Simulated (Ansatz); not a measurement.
**Cost against result**

Saddle point of CH7AsZn, closed shell (CH₄Zn ([CH3][ZnH]) + AsH₃ → CH₅AsZn ([CH3][Zn][AsH2]) + H₂; bonds formed: Zn1–As5, H2–H4; bonds broken: Zn1–H2, H4–As5), PBE0-D4/def2-TZVP structure:

Zn1  (0.176, -0.430, -0.062)
H2  (1.475, -0.055, 1.092)
C3  (-0.556, -1.707, -1.353)
H4  (1.553, 1.060, 1.159)
As5  (0.168, 2.003, 0.842)
H6  (-1.102, -1.181, -2.139)
H7  (-1.244, -2.393, -0.852)
H8  (0.240, -2.297, -1.813)
H9  (-0.370, 3.437, 0.925)
H10  (-0.340, 1.563, 2.200)
(Å)

Barriers are electronic and count from the start structure reached by relaxing down the imaginary mode.

Program: Ansatz 0.2.0. Basis: as named in each row. Cores are frozen in the correlated methods. The 3s and 3p shells of Cu and Zn are frozen; filled d shells are correlated. The def2 sets are not built for correlating such inner shells, so the correlated values are less sure here. B3LYP uses VWN-RPA correlation. Extrapolation: Hartree–Fock as exp(−7.88 √X), correlation as X^−2.97.

Times are rough, for one single point on 8 threads of a shared host (Arm Neoverse V1).

The estimate by CCSD(T) at an estimated basis limit (MP2 extrapolated from triple and quadruple zeta, plus CCSD(T) − MP2 in triple zeta) is 36.58 kcal/mol.

| method | basis | time (s) | barrier (kcal/mol) | method less estimate |
| --- | --- | --- | --- | --- |
| SPW92 | def2-SVP | under 1 | 23.49 | -13.09 |
| PBE-D4 | def2-SVP | under 1 | 28.21 | -8.37 |
| B3LYP-D4 | 6-31G | under 1 | 35.78 | -0.81 |
| HF | STO-3G | under 1 | 70.98 | 34.40 |
| PBE0-D4 | def2-SVP | under 1 | 32.37 | -4.21 |
| SPW92 | def2-TZVPP | under 1 | 25.05 | -11.53 |
| PBE-D4 | def2-TZVPP | 1 | 29.71 | -6.87 |
| BLYP-D4 | def2-TZVPP | 1 | 33.26 | -3.32 |
| B3LYP-D4 | def2-TZVPP | 2 | 36.06 | -0.52 |
| BHLYP-D4 | def2-TZVPP | 2 | 40.56 | 3.98 |
| CAM-B3LYP-D4 | def2-TZVPP | 2 | 39.39 | 2.81 |
| PBE0-D4 | def2-TZVPP | 2 | 33.46 | -3.12 |
| r2SCAN-D4 | def2-TZVPP | 3 | 32.49 | -4.10 |
| r2SCAN0-D4 | def2-TZVPP | 3 | 35.12 | -1.47 |
| RPA on PBE | def2-TZVPP | 3 | 39.66 | 3.08 |
| wB97M-V | def2-SVP | 3 | 37.87 | 1.29 |
| B2PLYP | def2-TZVPP | 3 | 37.62 | 1.04 |
| PBE-QIDH | def2-TZVPP | 4 | 36.93 | 0.34 |
| CCSD(T) | def2-SVP | 4 | 39.26 | 2.67 |
| PBE-D4 | STO-3G | 4 | 49.08 | 12.50 |
| wB97X-V | def2-TZVPP | 5 | 40.39 | 3.81 |
| B97M-V | def2-TZVPP | 6 | 35.21 | -1.38 |
| wB97M-V | def2-TZVPP | 6 | 39.43 | 2.85 |
| MP2 | def2-QZVPP | 14 | 37.46 | 0.87 |
| CCSD(T) | def2-TZVPP | 110 | 38.61 | 2.03 |

All methods are single points on the PBE0-D4 structures.

The T1 diagnostic stays at or below 0.014.

Labels in which every atom is bracketed show which atoms are joined, not bond orders.
